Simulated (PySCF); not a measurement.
Isomers of CH5GeNO, mass 120.958 u with the commonest isotopes. The calculation used PBE0-D3(BJ)/def2-SVP geometry optimisation, gas phase in PySCF 2.14.0. One conformer each, none proved a minimum here; rigid rotors.

Question: Order these by dipole moment, smallest first.
A. `[NH2:1][GeH2:2][CH:3]=[O:4]` with H–N1–Ge2–C3 -154° and 80°, N1–Ge2–C3–O4 -156°
B. `[H]/[N:1]=[CH:2]/[O:3][GeH3:4]` with N1–C2–O3–Ge4 0°
C. `[O:1]=[CH:2][NH:3][GeH3:4]` with O1–C2–N3–Ge4 0°

Answer: B (0.67 D), A (2.93 D), C (3.39 D).

Question: Order these by rotational constant C, smallest first.
A. `[O:1]=[CH:2][NH:3][GeH3:4]` with O1–C2–N3–Ge4 0°
B. `[H]/[N:1]=[CH:2]/[O:3][GeH3:4]` with N1–C2–O3–Ge4 0°
C. `[NH2:1][GeH2:2][CH:3]=[O:4]` with H–N1–Ge2–C3 -154° and 80°, N1–Ge2–C3–O4 -156°

Answer: A (2330 MHz), C (2378 MHz), B (2519 MHz).

```tsv
SMILES	point group	Ia (u·Å²)	Ib (u·Å²)	Ic (u·Å²)	κ	μa (D)	μb (D)	μc (D)
[H]/N=C/[O][GeH3]	Cs	38.39	168.87	200.61	-0.91	0.67	0.08	0.01
O=C[NH][GeH3]	Cs	37.98	185.44	216.90	-0.93	1.50	3.04	0.00
[NH2][GeH2][CH]=O	C1	39.67	183.61	212.50	-0.93	2.88	0.47	0.27
```
